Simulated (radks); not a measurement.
The numbers below are computed, except where a source is named.
The mean radii <r> (bohr) of the occupied orbitals of an atom or ion are listed with their occupations. Code: a radial shooting solver on a logarithmic mesh with Libxc functionals. Model: non-relativistic Kohn-Sham, LB94 model potential, spin-polarised, spherical densities, point nucleus.

| orbital | occ. | <r> |
|---|---|---|
| 1s | 2 | 0.02359 |

Name the element and its charge. Open shells, if any, are filled with parallel spins first.

Answer. Z = 64, gadolinium, charge +62: Gd62+ in [He]. The 1s radius gives Z: for a bare nucleus <r> = 1.5/Z, 0.02344 bohr for Z = 64, and screening makes it slightly larger (0.02359 here). The occupations add up to 2, and the charge is Z minus that.
